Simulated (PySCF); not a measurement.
Species: C5H11NO.
Numbering: `[CH3:1][CH2:2][CH2:3][CH2:4][C:5]([NH2:6])=[O:7]` (hydrogens: H8, H9, H10 on C1; H11, H12 on C2; H13, H14 on C3; H15, H16 on C4; H17, H18 on N6)

The same species was optimised twice, with GFN2-xTB and with PBE0-D3(BJ)/def2-SVP (PySCF), and the same property calculations (PySCF, gas phase) were run on both structures.

```
     coordinate  GFN2-xTB  PBE0-D3(BJ)/def2-SVP  change
      C3–C4 (Å)     1.526                 1.517  -0.009
      C5=O7 (Å)     1.208                 1.213  +0.005
      C2–C3 (Å)     1.526                 1.522  -0.004
      C5–N6 (Å)     1.358                 1.361  +0.003
      C1–C2 (Å)     1.524                 1.521  -0.003
      C4–C5 (Å)     1.520                 1.520   0.000
   C4–C5–O7 (°)     124.6                 123.0    -1.6
   C2–C3–C4 (°)     111.8                 113.2    +1.4
   C4–C5–N6 (°)     113.4                 114.8    +1.4
   C1–C2–C3 (°)     111.9                 113.1    +1.2
   C3–C4–C5 (°)     111.9                 113.1    +1.2
   N6–C5–O7 (°)     122.0                 122.2    +0.2
C1–C2–C3–C4 (°)       180                   180       0
C2–C3–C4–C5 (°)       180                   179      -1
C3–C4–C5–N6 (°)       180                   177      -3
```

Rotational constants: A = 7795, B = 1070, C = 962.9 MHz (GFN2-xTB) against A = 7824, B = 1061, C = 956.2 MHz (PBE0-D3(BJ)/def2-SVP).

On the GFN2-xTB structure: HOMO (eV) -7.28 [PBE0/pcSseg-1]; LUMO (eV) 0.95 [PBE0/pcSseg-1]; dipole (D) 3.69 [PBE0/pcSseg-1]; GIAO shielding of C1 (ppm) 169.8 [PBE0/pcSseg-1]; GIAO shielding of C2 (ppm) 159.4 [PBE0/pcSseg-1]; GIAO shielding of C3 (ppm) 156.2 [PBE0/pcSseg-1]; GIAO shielding of C4 (ppm) 149.0 [PBE0/pcSseg-1]; GIAO shielding of C5 (ppm) 14.3 [PBE0/pcSseg-1]; GIAO shielding of N6 (ppm) 154.5 [PBE0/pcSseg-1]; GIAO shielding of O7 (ppm) -84.8 [PBE0/pcSseg-1].

Task: What do these properties become on the PBE0-D3(BJ)/def2-SVP structure?

Result: 
```tsv
property	level	on GFN2-xTB	on PBE0-D3(BJ)/def2-SVP	change
HOMO (eV)	PBE0/pcSseg-1	-7.28	-7.28	0.00
LUMO (eV)	PBE0/pcSseg-1	0.95	0.89	-0.06
dipole (D)	PBE0/pcSseg-1	3.69	3.70	+0.01
energy, GFN2-xTB geometry as zero (kcal/mol)	PBE0/pcSseg-1	0.0	-0.5	-0.5
GIAO shielding of C1 (ppm)	PBE0/pcSseg-1	169.8	167.9	-1.9
GIAO shielding of C2 (ppm)	PBE0/pcSseg-1	159.4	158.5	-0.9
GIAO shielding of C3 (ppm)	PBE0/pcSseg-1	156.2	155.9	-0.3
GIAO shielding of C4 (ppm)	PBE0/pcSseg-1	149.0	148.6	-0.4
GIAO shielding of C5 (ppm)	PBE0/pcSseg-1	14.3	12.6	-1.7
GIAO shielding of N6 (ppm)	PBE0/pcSseg-1	154.5	153.8	-0.7
GIAO shielding of O7 (ppm)	PBE0/pcSseg-1	-84.8	-92.5	-7.7
```

The heavy atoms differ by 0.022 Å rms after alignment. Among bonds between heavy atoms C3–C4 changes most (-0.009 Å). Changes are differences of the printed values. Neither structure is proved a minimum here.

The values belong to the conformer `[CH3:1][CH2:2][CH2:3][CH2:4][C:5]([NH2:6])=[O:7]`: C1–C2–C3–C4 180°, C2–C3–C4–C5 179°, C3–C4–C5–N6 177°, H–N6–C5–C4 0°, H–N6–C5–C4 179°.
